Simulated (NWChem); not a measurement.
# C2H6Si, singlet; SMILES C[Si]C

Computed with NWChem. Pople sets run with spherical d functions. Low-valent species are run as closed-shell singlets; no triplet was tried in these runs. The geometry was optimised at B3LYP/6-31G* (spherical d). Solvent water, SMD (1 M gas to 1 M solution), gas-phase geometry. Reactions with the solvent are ignored.

For level PBE0/STO-3G:

solvation free energy (kcal/mol): 1.2
dipole in solution (D): 0.09

Q: Estimate the same quantities for level PBE0/6-31G*.

A: The solvation free energy (kcal/mol) is -0.5. The dipole in solution (D) is 2.21.
